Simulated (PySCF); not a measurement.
C7H11O (doublet state).
Structure used (GFN2-xTB), in Å, numbered top down from 1:
```
atom  x, y, z in Å
C1    -0.3558    2.1745   -0.4490
C2    -0.2612    0.8216   -0.4133
C3    -1.1547   -0.2431   -0.2753
C4    -2.6156   -0.3675   -0.1148
C5    -0.0798   -1.2833   -0.3465
C6     0.9312   -0.1170   -0.4981
C7     1.9415    0.0160    0.6360
O8     2.8147   -1.0861    0.7237
H9     0.5153    2.7924   -0.5680
H10   -1.3060    2.6696   -0.3587
H11   -2.8651   -0.6827    0.9023
H12   -3.0143   -1.1250   -0.7920
H13   -3.1057    0.5832   -0.3109
H14    0.0633   -1.8796    0.5566
H15   -0.1413   -1.9620   -1.2002
H16    1.4467   -0.1016   -1.4626
H17    1.4221    0.0560    1.5966
H18    2.5098    0.9501    0.5121
H19    3.2452   -1.2065   -0.1302
```

The hyperfine couplings belong to this conformer and change with its torsions.

The species is `C([C@@H]1C(=C)[C](C)C1)O` [radical].

Level of theory: PySCF, UKS B3LYP, pcH-1 on C H O, non-relativistic, mean-field spin-orbit, GIAO. The structure is a single GFN2-xTB conformer in the gas phase; no vibrational or solvent corrections. A GFN2-xTB geometry isn't a minimum of the functional, and hyperfine couplings can be far from their values at a DFT geometry. The SCF solution wasn't tested for stability. ⟨S²⟩ is 0.774 where a pure state has 0.75.

Q: Give the principal g shifts and their parts.

A: 
```csv
Δg (ppm),1,2,3
relativistic mass correction,-137,-137,-137
gauge correction,0,28,29
orbital Zeeman/spin–orbit,9,545,735
total,-129,436,626
```

So g = 2.00219, 2.00275, 2.00295 and g_iso = 2.00263; the tensor is rhombic: the two nearest values differ by 25 % of g3 − g1. Axes: g2 points within 1° of the C1–H10 bond and g3 points within 13° of the C2–C3 bond.

Q: What are the electron Larmor frequencies g μB B/h along the three axes at 3350 mT?

A: 93.8775, 93.9040, 93.9130 GHz for g1, g2 and g3, a range of 35.4 MHz.

Q: What effective moment and Curie constant follow for a powder?

A: With the mean of g² = 4.0105 and S(S+1) = 0.75: μ_eff = √(⟨g²⟩S(S+1)) = 1.734 μB and χT = 0.12505·⟨g²⟩·S(S+1) = 0.376 cm³ K/mol (cgs; spin-Hamiltonian part alone).

Q: In a frozen sample, at which fields do the three g values resonate at 9.5, 34, 94 and 263 GHz (hyperfine left aside), and which band first spreads them over more than twice a line width of 0.3 mT?

A: 
```csv
band,GHz,B(g3) mT,B(g2) mT,B(g1) mT,spread mT
X,9.5,338.88,338.91,339.01,0.13
Q,34.0,1212.83,1212.94,1213.28,0.46
W,94.0,3353.10,3353.42,3354.37,1.26
J,263.0,9381.56,9382.45,9385.10,3.54
```

The spread grows in proportion to the frequency. W band is the first where it exceeds 0.6 mT.

The largest Mulliken spin populations are on C3 (+0.64), C1 (+0.64), C2 (-0.25) and C5 (-0.06). The positive populations add up to 1.43 and the negative ones to -0.43, together 2S = 1. The angles at C3 add up to 360.0°, so it is planar.

The HOMO–LUMO gaps are 5.91 eV among the α and 5.02 eV among the β orbitals.
